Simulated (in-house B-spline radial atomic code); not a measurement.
Checks on a self-consistent run for Cl VI (Cl5+), [Ne] 3s1 5g1. Method: Dirac-Hartree-Fock, average of configuration, Fermi nucleus of rms radius 3.3654 fm. Calculated with an all-electron radial atomic-structure program (B-spline basis).

| orbital | q | ε (Eh) | <1/r> | <r²> | small-component weight |
| --- | --- | --- | --- | --- | --- |
| 1s1/2 | 2 | -109.18200 | 16.6894 | 0.0110934 | 0.0036672 |
| 2s1/2 | 2 | -14.34280 | 3.36157 | 0.225826 | 0.00059042 |
| 2p1/2 | 2 | -11.79978 | 3.2489 | 0.197762 | 0.00055983 |
| 2p3/2 | 4 | -11.73405 | 3.22535 | 0.199734 | 0.00055619 |
| 3s1/2 | 1 | -3.94030 | 1.07955 | 1.85436 | 0.0001319 |
| 5g7/2 | 0.44444 | -0.72046 | 0.240503 | 22.8505 | 1.9249e-05 |
| 5g9/2 | 0.55556 | -0.72045 | 0.240493 | 22.8519 | 1.9248e-05 |

Electron-electron repulsion V_ee = 128.8507 hartree.

Question: What total energy follows from the eigenvalues?

Answer: The eigenvalues count the repulsion twice, so E = Σqε - V_ee = -322.246 - 128.851 = -451.097 hartree; the run printed -451.097.

Question: Does the Dirac virial theorem hold?

Answer: For a point nucleus E = -2c²Σq·w, with w the small-component weight. Here Σq·w = 0.012011 and c = 137.0360, so the ratio E/(-2c²Σq·w) is 1.000002.

Question: What diamagnetic shielding (Lamb formula) and susceptibility (Langevin formula) do the radii give?

Answer: σ = (α²/3)Σq<1/r> = 60.8211/(3·137.036²) = 1079.6 ppm, and χ = -0.79199×10⁻⁶·Σq<r²> = -20.89×10⁻⁶ cm³/mol with Σq<r²> = 26.374 bohr². Both are non-relativistic formulas without the paramagnetism of open shells.
